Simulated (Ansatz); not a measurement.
Total energies of `CC1C[SiH2]1`.

| atom | x (Å) | y (Å) | z (Å) |
| --- | --- | --- | --- |
| C1 | -0.498 | -1.447 | -0.238 |
| C2 | 0.483 | -0.310 | -0.106 |
| C3 | 0.272 | 0.690 | 1.048 |
| Si4 | 0.092 | 1.422 | -0.641 |
| H5 | -1.530 | -1.093 | -0.160 |
| H6 | -0.349 | -2.192 | 0.551 |
| H7 | -0.398 | -1.951 | -1.202 |
| H8 | 1.522 | -0.610 | -0.228 |
| H9 | -0.625 | 0.537 | 1.642 |
| H10 | 1.139 | 0.935 | 1.654 |
| H11 | -1.267 | 1.723 | -1.142 |
| H12 | 1.157 | 2.296 | -1.176 |

Charge 0, multiplicity 1. All single points use the PBE0-D4/def2-TZVP geometry. Basis def2-TZVPP, Ansatz.

RPA on PBE orbitals: Hartree–Fock energy of these orbitals -407.15499 Eh, correlation -1.11964 Eh (frozen core).

| functional | energy without D4 (Eh) | D4 term (kJ/mol) |
| --- | --- | --- |
| LDA (SPW92) | -406.33439 | – |
| revPBE | -408.53848 | -72.1 |
| BLYP | -408.55592 | -49.4 |
| r2SCAN | -408.53257 | -5.4 |
| B97M-V | -408.56733 | – |
| PBE0 | -408.36465 | -18.5 |
| B3LYP | -408.66377 | -35.6 |
| r2SCANh | -408.52716 | -5.7 |
| BHLYP | -408.55480 | -25.9 |
| CAM-B3LYP | -408.56690 | -18.6 |
| LC-ωPBE | -408.47163 | – |
| ωB97M-V | -408.53933 | – |
| B2PLYP | -408.39521 | – |
| PBE-QIDH | -408.26244 | – |

(1) Give the same for PBE, r2SCAN0, HSE06 (plane-wave form), ωB97X-V. (An estimate is asked.)

B3LYP takes the VWN-RPA correlation (the form of Gaussian; ORCA's B3LYP/G). HSE06 is the plane-wave form, built on full-range PBE exchange. The double hybrids freeze the cores in their second-order part.

Answers

(1) The calculation gave: 
```tsv
functional	energy without D4 (Eh)	D4 term (kJ/mol)
PBE	-408.31284	-22.1
r2SCAN0	-408.51989	-6.3
HSE06 (plane-wave form)	-408.35021	-17.2
ωB97X-V	-408.55667	–
```

LC-ωPBE has ω = 0.4 bohr⁻¹.
